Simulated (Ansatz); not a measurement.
Reaction (redistribution): `N#[C][In]([F])[F]` + `C[Se][Al]([Cl])[Cl]` → `C[Se][In]([F])[F]` + `N#[C][Al]([Cl])[Cl]`

Calculated with Ansatz (gas phase, PBE0-D4/def2-TZVP geometries, no zero-point term in ΔE). CCSD(T)/CBS is the MP2 limit (def2-TZVPP, def2-QZVPP) plus CCSD(T) − MP2 in def2-TZVPP, frozen cores. Functionals use def2-TZVPP. Elements past krypton have def2 core potentials. For In, Se outer-core shells are correlated without core-valence functions, which leaves a few kJ/mol of doubt a bond. Scalar relativity is left out up to krypton. Each species was taken in one conformer, which may not be the lowest.

Problem. Is it downhill or uphill in electronic energy at CCSD(T)/CBS, and by how much? (An estimate is asked.)

Solution. Computed: Downhill: ΔE = -34.1 kJ/mol.

Problem. What do these levels give: LDA (SPW92), PBE-D4, revPBE-D4, BLYP-D4, B97M-V, r2SCANh-D4, ωB97M-V, BLYP, r2SCANh, CCSD(T)/def2-SVP, MP2/def2-QZVPP, HF/CBS(def2)? (An estimate is asked.)

Solution. Computed: LDA (SPW92) -35.6, PBE-D4 -36.1, revPBE-D4 -34.5, BLYP-D4 -44.0, B97M-V -39.1, r2SCANh-D4 -36.9, ωB97M-V -32.1, BLYP -47.9, r2SCANh -37.4, CCSD(T)/def2-SVP -31.2, MP2/def2-QZVPP -33.2, HF/CBS(def2) -34.6 kJ/mol.

Largest T1 diagnostic among the species: 0.017.

From PBE to PBE0 (25 % exact exchange), in def2-TZVPP and without D4, ΔE moves by +3.1 kJ/mol. In def2-TZVPP, CCSD(T) changes the Hartree–Fock value by +6.3 kJ/mol (the triples alone add +1.2 kJ/mol) and MP2 by +4.8 kJ/mol.
